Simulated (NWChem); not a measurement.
CdClF; SMILES [F][Cd][Cl]

Program: NWChem. STO-3G and 3-21G are far too small for this property and stand as cheap habits. The geometry was optimised at PBE0/def2-SVP (def2 core potentials past Kr). Field at 589 nm.

Task: What does the run give for B3LYP/STO-3G (all-electron, non-relativistic)? Quantities: isotropic polarisability (bohr³); anisotropy (bohr³).

Result: 
```
Property                          Result
--------------------------------  ------
isotropic polarisability (bohr³)    20.7
anisotropy (bohr³)                  20.2
```
